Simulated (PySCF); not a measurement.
Ligand exchange on a metal centre used in film growth or etching (Y Cl-OH). Isolated molecules, 0 K electronic values unless said otherwise. One relaxed conformer stands for each flexible species; it need not be the lowest.

All values below come from PBE-D3(BJ)/def2-TZVP // r2SCAN-D4/def2-SVP in PySCF. 

| species | HOMO (eV) | LUMO (eV) | coordination number |
|---|---|---|---|
| 0 of 3 Cl replaced by OH | -7.74 | -3.69 | 3 |
| 1 of 3 Cl replaced by OH ([Y(Cl)2(OH)]) | -7.29 | -3.17 | 3 |
| 2 of 3 Cl replaced by OH ([Y(Cl)(OH)2]) | -6.79 | -2.63 | 3 |
